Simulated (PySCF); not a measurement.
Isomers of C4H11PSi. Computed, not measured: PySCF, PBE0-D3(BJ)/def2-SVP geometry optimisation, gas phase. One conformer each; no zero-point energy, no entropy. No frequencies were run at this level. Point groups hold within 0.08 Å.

Question: Order them by energy at this level, lowest first, and give relative energies in kJ/mol.
A. `[PH2:1][SiH2:2][CH:3]1[CH2:4][CH2:5][CH2:6]1` with H–P1–Si2–C3 -72° and -166°, P1–Si2–C3–C4 65°, Si2–C3–C4–C5 141°, C3–C4–C5–C6 -18°, C4–C5–C6–C3 18°, Si2–C3–C6–C5 -140°
B. `[CH2:1]=[CH:2][CH2:3][Si@H:4]([CH3:5])[PH2:6]` with C1–C2–C3–Si4 -106°, C2–C3–Si4–C5 61°, C3–Si4–P6–H -73° and -167°
C. `[CH3:1][C@@H:2]1[CH2:3][C@@H:4]1[SiH2:5][PH2:6]` with C3–C4–Si5–P6 -140°, C4–Si5–P6–H -164° and -70°

Answer: B (0.0), C (36.9), A (42.2).

As drawn, the lowest has a C=C bond outside aromatic rings, which the highest lacks; the highest has a four-membered ring, which the lowest lacks. Neighbours under 10 kJ/mol apart (C[C@@H]1C[C@@H]1[SiH2]P and P[SiH2]C1CCC1) can change places with a better method, another conformer or zero-point energy.

| SMILES | E (Eh) | E rel (kJ/mol) | dipole (D) | point group | A, B, C (MHz) |
| --- | --- | --- | --- | --- | --- |
| C=CC[Si@H](C)P | -789.14117 | 0.0 | 1.09 | C1 | 2815, 1388, 1171 |
| C[C@@H]1C[C@@H]1[SiH2]P | -789.12712 | 36.9 | 1.09 | C1 | 3644, 1344, 1117 |
| P[SiH2]C1CCC1 | -789.12508 | 42.2 | 1.24 | C1 | 5198, 1106, 970.9 |

Question: How do the relative energies change in single points at PBE0/pcSseg-1 (no added dispersion term) on the same geometries?

Answer: 
```
                 SMILES  PBE0-D3(BJ)/def2-SVP (kJ/mol)  PBE0/pcSseg-1 (kJ/mol)  shift
         C=CC[Si@H](C)P                            0.0                     0.0    0.0
C[C@@H]1C[C@@H]1[SiH2]P                           36.9                    44.6   +7.7
          P[SiH2]C1CCC1                           42.2                    50.6   +8.4
```

Each column counts from its own lowest isomer. The order is unchanged; the largest shift is 8.4 kJ/mol.
